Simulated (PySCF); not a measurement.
Sn(CF3)(H)3 (CH3F3Sn), SMILES F[C](F)(F)[SnH3].

Coordinates come from a B3LYP-D3(BJ)/def2-SVP optimisation. The structure was generated by enumeration; whether it is a known compound was not checked. The def2 effective core potentials stand for the cores of Sn; spin–orbit coupling is left out.

Method: PySCF with M06-2X/def2-TZVP.

Symmetry labels are those of the subgroup Cs that the program uses (full group C3v).

### Question
List the valence orbital energies around the gap with their symmetry. (The exact figures need the calculation; the answer reports its results.)

### Answer

```json
[
 {"orbital": "HOMO−7", "symmetry": "A\"", "energy (eV)": "-15.50"},
 {"orbital": "HOMO−6", "symmetry": "A'", "energy (eV)": "-15.50"},
 {"orbital": "HOMO−5", "symmetry": "A'", "energy (eV)": "-14.45"},
 {"orbital": "HOMO−4", "symmetry": "A\"", "energy (eV)": "-14.45"},
 {"orbital": "HOMO−3", "symmetry": "A\"", "energy (eV)": "-13.92"},
 {"orbital": "HOMO−2", "symmetry": "A'", "energy (eV)": "-10.85"},
 {"orbital": "HOMO−1", "symmetry": "A\"", "energy (eV)": "-10.85"},
 {"orbital": "HOMO", "symmetry": "A'", "energy (eV)": "-10.13"},
 {"orbital": "LUMO", "symmetry": "A'", "energy (eV)": "0.19"},
 {"orbital": "LUMO+1", "symmetry": "A\"", "energy (eV)": "1.10"},
 {"orbital": "LUMO+2", "symmetry": "A'", "energy (eV)": "1.10"},
 {"orbital": "LUMO+3", "symmetry": "A'", "energy (eV)": "1.18"}
]
```
